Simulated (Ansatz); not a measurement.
Basis sets compared for the cluster Mg2S3. Total charge 0; singlet. Geometry PBE0-D4/def2-SVP. Ansatz on 4 threads of Arm Neoverse V1 on a shared host; times are rough, and most runs start from earlier orbitals.

```xyz
5

Mg   -0.551    1.148   -0.514
Mg    0.698   -0.677    0.969
S     0.626   -0.808   -1.523
S     0.495    1.580    1.527
S    -1.269   -1.242   -0.460
```

The structure comes from a short search, and lower isomers may exist.

Binding counts from free atoms (Mg singlet, S triplet) in the same basis, without a counterpoise term.

```csv
level,functions,energy (Eh),HOMO (eV),LUMO (eV),binding per atom (eV),wall time
PBE-D4/def2-SVP,90,-1593.6189,-4.80,-3.43,2.58,0.9 s
PBE0-D4/def2-SVP,90,-1593.7513,-5.88,-2.79,2.49,1.2 s
```

Task: Estimate the rows for PBE-D4/def2-TZVP (with forces), PBE0-D4/def2-TZVP.

Result: 
```
                         level  functions  energy (Eh)  HOMO (eV)  LUMO (eV)  binding per atom (eV)  wall time
PBE-D4/def2-TZVP (with forces)        175   -1594.1794      -4.86      -3.39                   2.60      1.9 s
             PBE0-D4/def2-TZVP        175   -1594.3081      -5.90      -2.72                   2.53      2.8 s
```
